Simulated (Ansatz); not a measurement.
`[F][Y]` at its PBE0-D4/def2-TZVP geometry, where that method's forces vanish. Total charge 0; spin multiplicity 1. Y: def2 effective core potential.

| atom | x (Å) | y (Å) | z (Å) |
| --- | --- | --- | --- |
| F1 | 0.083 | -0.122 | 0.952 |
| Y2 | -0.083 | 0.122 | -0.952 |

For each bond, give half the difference of the two atoms' forces along it (eV/Å; positive pushes the atoms apart) under PBE-D4, r2SCAN-D4, B3LYP-D4, ωB97M-V in def2-TZVPP. (Estimate.)

Computed: 
```tsv
bond	length (Å)	PBE-D4	r2SCAN-D4	B3LYP-D4	ωB97M-V
F1–Y2	1.927	0.07	-0.03	0.22	0.22
```

B3LYP here is the variant with VWN-RPA as its local correlation; programs differ in this.
